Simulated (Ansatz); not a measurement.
`NC[SiH2][SiH3]` + `O[SiH]` → `[SiH]O[SiH3]` + `NC[SiH3]` at 298.15 K and 1 bar (cleavage of the Si–Si bond).

Calculated with Ansatz (gas phase, PBE0-D4/def2-TZVP geometries, no zero-point term in ΔE). CCSD(T)/CBS adds triple-zeta CCSD(T) − MP2 to the extrapolated MP2 energy (def2 sets, frozen cores). This one scheme is used for every species. Each species was taken in one conformer, which may not be the lowest.

```
         species  CCSD(T)/CBS energy (Eh)  H − E (kJ/mol)  S (J/(mol·K))
`NC[SiH2][SiH3]`               -676.30765           275.8          359.1
        `O[SiH]`               -365.43832            65.7          241.9
  `[SiH]O[SiH3]`               -655.75389           112.0          306.5
      `NC[SiH3]`               -386.02732           224.2          295.0
```

H − E and S are ideal-gas, rigid-rotor, harmonic terms from PBE0-D4/def2-TZVP, for one conformer and one mirror image of each species. 1 Eh = 2625.50 kJ/mol, R = 8.31446 J/(mol·K).

Q: By hand: ΔE, ΔH, ΔS and ΔG.

A: ΔE = (-655.75389) + (-386.02732) − (-676.30765) − (-365.43832) = -0.03524 Eh = -92.5 kJ/mol. Δ(H − E) = 112.0 + 224.2 − 275.8 − 65.7 = -5.3, so ΔH = -97.8 kJ/mol. ΔS = 306.5 + 295.0 − 359.1 − 241.9 = 0.5 J/(mol·K). ΔG = -97.8 − 298.15 × (0.5)/1000 = -97.9 kJ/mol.

Q: By hand: the equilibrium constant, and the temperature at which ΔG would vanish if ΔH and ΔS stayed fixed.

A: log₁₀ K = −ΔG/(RT ln 10) = 17.2. ΔH and −TΔS have one sign here, so there is no such temperature. One of them is within its doubt of zero, so this could turn.

The number of gas molecules stays the same, so ΔS is small and ΔH decides. A doubt of 5 kJ/mol in ΔE shifts log₁₀ K by 0.9 here. Other conformers and mirror images would add mixing entropy, several J/(mol·K) or more a flexible species. These are equilibria of isolated gas molecules and say nothing of rates. Largest T1 diagnostic: 0.016 (customary marks: 0.02 for closed shells, 0.045 for open ones).
